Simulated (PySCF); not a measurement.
## PySCF run on TeH⁻

File input.py (PySCF 2.14):

```python
from pyscf import gto, scf, mp

mol = gto.M(
    atom='Te 0 0 0; H 0 0 1.688',
    basis='def2-svp',
    ecp={'Te': 'def2-svp'},
    charge=-1,
    spin=0,
    verbose=4,
)
mf = scf.RHF(mol)
mf.kernel()
mp.MP2(mf, frozen=4).kernel()
mf.dip_moment()
print('orbital energies (hartree):', mf.mo_energy[..., max(0, mol.nelec[1]-3):mol.nelec[0]+3].round(4))
```

```bash
$ OMP_NUM_THREADS=1 python input.py
```

The log (some set-up lines and the per-cycle HOMO/LUMO lines with their warnings removed):

```
PySCF version 2.14.0

[INPUT] Symbol           X                Y                Z      unit          X                Y                Z       unit  Magmom
[INPUT]  1 Te     0.000000000000   0.000000000000   0.000000000000 AA    0.000000000000   0.000000000000   0.000000000000 Bohr   0.0
[INPUT]  2 H      0.000000000000   0.000000000000   1.688000000000 AA    0.000000000000   0.000000000000   3.189857698266 Bohr   0.0

nuclear repulsion = 7.5238466007583
number of shells = 13
number of NR pGTOs = 68
number of NR cGTOs = 31
basis = def2-svp
ecp = {'Te': 'def2-svp'}

******** <class 'pyscf.scf.hf.RHF'> ********
method = RHF
initial guess = minao
damping factor = 0
level_shift factor = 0
DIIS = <class 'pyscf.scf.diis.CDIIS'>
SCF conv_tol = 1e-09
SCF max_cycles = 50
Initial guess from minao.
init E= -238.941851087718
cycle= 1 E= -266.601968908307  delta_E= -27.7  |g|= 1.96  |ddm|= 6.86
cycle= 2 E= -267.474713139973  delta_E= -0.873  |g|= 0.836  |ddm|= 4.82
cycle= 3 E= -267.598387864389  delta_E= -0.124  |g|= 0.0389  |ddm|= 1.12
cycle= 4 E= -267.598993748062  delta_E= -0.000606  |g|= 0.00929  |ddm|= 0.0608
cycle= 5 E= -267.599043034256  delta_E= -4.93e-05  |g|= 0.00216  |ddm|= 0.0184
cycle= 6 E= -267.599046077101  delta_E= -3.04e-06  |g|= 0.000564  |ddm|= 0.00387
cycle= 7 E= -267.599046378896  delta_E= -3.02e-07  |g|= 8.3e-05  |ddm|= 0.00199
cycle= 8 E= -267.599046385951  delta_E= -7.05e-09  |g|= 1.03e-05  |ddm|= 0.000427
cycle= 9 E= -267.599046386028  delta_E= -7.68e-11  |g|= 9.86e-07  |ddm|= 3.91e-05
Extra cycle  E= -267.599046386028  delta_E= -5.68e-13  |g|= 3.08e-07  |ddm|= 3.74e-06
converged SCF energy = -267.599046386028

******** <class 'pyscf.mp.mp2.RMP2'> ********
nocc = 9, nmo = 27
frozen orbitals 4
E(RMP2) = -267.724015113995  E_corr = -0.124968727966915
E(SCS-RMP2) = -267.720306817656  E_corr = -0.121260431627312
E_corr(same-spin) = -0.0331177406919072
E_corr(oppo-spin) = -0.0918509872750078

WARN: System has nonzero charge -1; the dipole moment is origin-dependent.
Location of origin: [0. 0. 0.]

Dipole moment(X, Y, Z, Debye): -0.00000, -0.00000, -0.44615
orbital energies (hartree): [-0.2116 -0.0623 -0.0623  0.341   0.6088  0.6739]
```

In short: E(SCF) = -267.599046 Eh, 9 cycles, E(MP2) − E(SCF) = -0.12497 Eh.

Run time: 0.7 s on 1 thread of Arm Neoverse V2 (shared host).

The basis has no diffuse functions, which an anion needs. Stability towards an unrestricted solution was not tested. The bond length is a typed value, not an optimised one. The dipole of an ion depends on the origin. No search for the lowest solution was made.
